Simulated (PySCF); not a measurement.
**Working out the excitation energy of Mg**

Mg [Ne] 3s2 (1S) → Mg [Ne] 3s1 4s1 (3S). Calculation: PySCF 2.14, in aug-cc-pVDZ-DK (5s4p2d, 27 functions); scalar relativity by spin-free X2C-1e. Frozen: [Ne]. Energies in hartree (1 hartree = 27.21139 eV):

```json
{"part": "UHF", "Mg (lower)": "-199.914227", "Mg (upper)": "-199.757823"}
{"part": "CCSD correlation", "Mg (lower)": "-0.032898", "Mg (upper)": "-0.004185"}
{"part": "(T)", "Mg (lower)": "0.000000", "Mg (upper)": "0.000000"}
```

Question: What does Hartree-Fock give?

Answer: (-199.757823) − (-199.914227) = 0.156404 hartree = 4.256 eV.

Question: What do CCSD and CCSD(T) give?

Answer: The CCSD correlation energies differ by 0.028713 hartree = 0.781 eV and the triples by 0.000000 hartree = 0.000 eV, so CCSD gives 5.037 eV and CCSD(T) 5.037 eV.

Measured between the centres of the two terms (NIST): 5.108 eV, so CCSD(T) (valence) is off by -0.071 eV.

A double-zeta basis recovers only part of the correlation energy.

What remains against the reference includes basis incompleteness, the frozen core and higher excitations.
